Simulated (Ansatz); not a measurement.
Steps of a relaxation of CH5ClOSSi (`OC(Cl)[SiH2]S`) with RKS PBE-D4/def2-SVP.

```sh
$ ansatz run in.yaml --threads 4 --pin off --events-out ev --progress --plain --max-ram 10444MiB
```

```yaml
crystal:
  periodic: [false, false, false]
  atoms:
    - {symbol: O, position_ang: [0.420800, 0.658900, 1.788300]}
    - {symbol: C, position_ang: [0.511100, -0.346900, 0.815700]}
    - {symbol: Cl, position_ang: [2.019700, -0.028400, -0.052200]}
    - {symbol: Si, position_ang: [-0.764000, -0.561600, -0.460500]}
    - {symbol: S, position_ang: [-1.144700, 1.249800, -1.575000]}
    - {symbol: H, position_ang: [0.859400, 1.476700, 1.402900]}
    - {symbol: H, position_ang: [0.674300, -1.273700, 1.377400]}
    - {symbol: H, position_ang: [-0.451400, -1.615700, -1.446900]}
    - {symbol: H, position_ang: [-2.125700, -0.928100, 0.221000]}
    - {symbol: H, position_ang: [0.083700, 1.317900, -2.067700]}
basis:
  gaussian: {orbitals: def2-SVP}
hamiltonian: {xc: pbe, dispersion: d4}
relax: {f_tol: 0.03, max_steps: 200}
```

Positions (Å) and forces (eV/Å) along the path, 12 of 12 steps:

```xyz
10
step=1 energy=-34371.7549 eV
O     0.421    0.659    1.788   -0.219    0.964   -0.095
C     0.511   -0.347    0.816    1.289    0.731    1.974
Cl    2.020   -0.028   -0.052    1.613   -0.162   -1.175
Si   -0.764   -0.562   -0.461   -2.904    0.149   -0.910
S    -1.145    1.250   -1.575   -0.992    0.105    0.544
H     0.859    1.477    1.403   -0.848   -0.912    0.310
H     0.674   -1.274    1.377   -0.053   -0.676    0.172
H    -0.451   -1.616   -1.447    0.339   -0.483   -0.055
H    -2.126   -0.928    0.221    0.790    0.287   -0.383
H     0.084    1.318   -2.068    0.985   -0.005   -0.383
10
step=2 energy=-34372.1401 eV
O     0.404    0.634    1.792    0.434    0.704   -0.631
C     0.576   -0.353    0.806    0.126    0.279    1.274
Cl    2.109   -0.102   -0.111    0.714    0.026   -0.405
Si   -0.787   -0.526   -0.462   -1.081   -0.063   -0.514
S    -1.148    1.329   -1.512   -0.073   -0.118    0.183
H     0.665    1.505    1.369   -0.586   -0.860    0.356
H     0.697   -1.311    1.354    0.011   -0.118   -0.014
H    -0.415   -1.656   -1.375    0.020   -0.023   -0.082
H    -2.102   -0.855    0.215    0.193    0.096   -0.032
H     0.084    1.282   -2.073    0.241    0.077   -0.135
10
step=3 energy=-34372.2570 eV
O     0.444    0.629    1.795    0.270    0.686   -0.926
C     0.611   -0.366    0.824   -0.307    0.142    0.704
Cl    2.155   -0.139   -0.140    0.251   -0.004   -0.175
Si   -0.817   -0.535   -0.445    0.254   -0.080   -0.309
S    -1.101    1.334   -1.484   -0.009    0.138    0.019
H     0.481    1.508    1.305   -0.289   -0.960    0.512
H     0.735   -1.328    1.371    0.055    0.091   -0.025
H    -0.443   -1.655   -1.382   -0.092    0.022    0.035
H    -2.107   -0.832    0.254   -0.075    0.072    0.037
H     0.124    1.332   -2.094   -0.058   -0.107    0.129
10
step=4 energy=-34372.2317 eV rejected
O     0.480    0.635    1.750    0.534   -2.527    1.860
C     0.629   -0.371    0.840    0.108   -0.087   -0.132
Cl    2.194   -0.140   -0.167    0.104   -0.084   -0.169
Si   -0.769   -0.538   -0.476   -0.301   -0.061    0.183
S    -1.093    1.360   -1.447    0.246   -0.113   -0.001
H     0.300    1.424    1.310   -0.762    2.812   -1.675
H     0.806   -1.305    1.411   -0.016   -0.069   -0.100
H    -0.506   -1.707   -1.387    0.052    0.130   -0.005
H    -2.080   -0.712    0.233   -0.020   -0.125    0.065
H     0.123    1.303   -2.063    0.056    0.125   -0.024
10
step=5 energy=-34372.3218 eV
O     0.476    0.634    1.780    0.018    0.335   -0.367
C     0.618   -0.366    0.837   -0.156    0.056    0.217
Cl    2.172   -0.155   -0.161    0.131   -0.047   -0.131
Si   -0.802   -0.534   -0.455    0.067   -0.041   -0.019
S    -1.093    1.351   -1.465    0.078    0.034    0.045
H     0.387    1.490    1.288   -0.139   -0.405    0.191
H     0.754   -1.323    1.386    0.060    0.035   -0.003
H    -0.460   -1.661   -1.388   -0.034    0.015   -0.007
H    -2.101   -0.804    0.251   -0.005    0.039    0.001
H     0.132    1.317   -2.070   -0.019   -0.020    0.075
10
step=6 energy=-34372.3544 eV
O     0.485    0.647    1.760    0.007    0.188   -0.277
C     0.626   -0.364    0.834   -0.167    0.026    0.070
Cl    2.162   -0.165   -0.212    0.108    0.009   -0.087
Si   -0.806   -0.542   -0.449    0.049    0.002   -0.004
S    -1.068    1.352   -1.460    0.092   -0.026    0.124
H     0.290    1.479    1.263   -0.072   -0.238    0.096
H     0.799   -1.310    1.388    0.013    0.019    0.021
H    -0.490   -1.667   -1.392   -0.011   -0.007    0.015
H    -2.105   -0.790    0.263   -0.016    0.025   -0.001
H     0.190    1.309   -1.993   -0.003    0.003    0.042
10
step=7 energy=-34372.3909 eV
O     0.489    0.675    1.701   -0.130    0.353   -0.205
C     0.627   -0.365    0.821   -0.025   -0.074   -0.015
Cl    2.157   -0.179   -0.279   -0.023   -0.025   -0.005
Si   -0.813   -0.570   -0.442    0.084    0.071    0.012
S    -1.009    1.366   -1.388   -0.015   -0.003    0.057
H     0.167    1.463    1.191    0.071   -0.325    0.116
H     0.838   -1.287    1.400    0.042    0.023    0.009
H    -0.519   -1.699   -1.385   -0.020    0.004   -0.017
H    -2.117   -0.784    0.274    0.008    0.012   -0.018
H     0.262    1.329   -1.890    0.010   -0.036    0.066
10
step=8 energy=-34372.4104 eV
O     0.484    0.725    1.619   -0.187    0.220   -0.318
C     0.631   -0.368    0.804    0.013    0.119    0.161
Cl    2.141   -0.219   -0.344    0.004   -0.016    0.018
Si   -0.818   -0.597   -0.436    0.003    0.019   -0.020
S    -0.974    1.375   -1.315    0.071    0.009   -0.014
H     0.067    1.454    1.076    0.228   -0.437    0.189
H     0.880   -1.254    1.427   -0.016    0.108   -0.044
H    -0.545   -1.714   -1.399   -0.021    0.024   -0.013
H    -2.124   -0.794    0.279   -0.007   -0.028   -0.001
H     0.341    1.341   -1.708   -0.088   -0.018    0.042
10
step=9 energy=-34372.4167 eV
O     0.482    0.736    1.595   -0.059    0.177    0.000
C     0.630   -0.364    0.802    0.024   -0.088    0.058
Cl    2.145   -0.235   -0.342    0.011   -0.011   -0.007
Si   -0.821   -0.601   -0.433    0.028   -0.040   -0.037
S    -0.971    1.379   -1.295    0.015    0.049   -0.023
H     0.069    1.446    1.039    0.063   -0.121    0.042
H     0.877   -1.239    1.440   -0.008    0.044   -0.042
H    -0.551   -1.704   -1.412   -0.014    0.019   -0.008
H    -2.125   -0.817    0.282   -0.003    0.000   -0.004
H     0.347    1.347   -1.673   -0.057   -0.029    0.021
10
step=10 energy=-34372.4173 eV
O     0.485    0.746    1.592    0.043   -0.056    0.044
C     0.632   -0.364    0.809    0.009    0.002    0.007
Cl    2.156   -0.253   -0.330   -0.021    0.003    0.004
Si   -0.814   -0.599   -0.437   -0.077   -0.010    0.020
S    -0.988    1.388   -1.282    0.077   -0.035   -0.002
H     0.084    1.447    1.025   -0.038    0.049   -0.051
H     0.871   -1.234    1.452   -0.002    0.008   -0.007
H    -0.547   -1.689   -1.431    0.010    0.017   -0.001
H    -2.120   -0.822    0.273    0.006   -0.030    0.012
H     0.325    1.329   -1.668   -0.006    0.052   -0.027
10
step=11 energy=-34372.4179 eV
O     0.496    0.753    1.590   -0.069    0.005   -0.069
C     0.629   -0.367    0.819    0.043    0.004   -0.012
Cl    2.153   -0.281   -0.324   -0.019    0.006   -0.004
Si   -0.816   -0.601   -0.432    0.050    0.012    0.047
S    -0.986    1.393   -1.261    0.000    0.019   -0.024
H     0.082    1.444    1.013    0.036   -0.003    0.039
H     0.864   -1.231    1.469   -0.005   -0.022    0.014
H    -0.530   -1.671   -1.440   -0.013   -0.013   -0.005
H    -2.120   -0.840    0.273   -0.015   -0.006   -0.004
H     0.310    1.349   -1.702   -0.009   -0.003    0.018
10
step=12 energy=-34372.4187 eV
O     0.488    0.750    1.589    0.002   -0.009   -0.009
C     0.630   -0.366    0.814    0.006    0.001   -0.004
Cl    2.150   -0.265   -0.331   -0.005    0.001    0.008
Si   -0.816   -0.601   -0.432    0.000   -0.007    0.004
S    -0.983    1.389   -1.272    0.008    0.007   -0.005
H     0.085    1.447    1.015   -0.002    0.002    0.004
H     0.868   -1.232    1.462    0.001    0.003    0.000
H    -0.541   -1.680   -1.435    0.001    0.000    0.000
H    -2.121   -0.837    0.275   -0.004    0.001    0.002
H     0.323    1.345   -1.682   -0.007    0.001    0.000
```

It took 12 s on 4 threads of an Intel Xeon Platinum 8488C on a shared host, with 0.2 GiB of host memory at the peak.
